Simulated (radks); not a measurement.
The numbers below are computed, except where a source is named.
All-electron atom: B II in [He] 2s1 6s1 (not the ground configuration). Level of theory: scalar-relativistic Kohn-Sham, PBE, spin-unpolarised, spherical densities, point nucleus (a radial shooting solver on a logarithmic mesh with Libxc functionals). Some entries of the table are withheld. Estimate them.

orbital  occ.  eigenvalue (hartree)  r(max) (bohr)
1s          2              -7.69744         0.2101
2s          1              -1.09665            (1)
6s          1                   (2)            (3)

Answer. 
(1) 2s r(max) (bohr): 1.372
(2) 6s eigenvalue (hartree): -0.05894
(3) 6s r(max) (bohr): 24.01
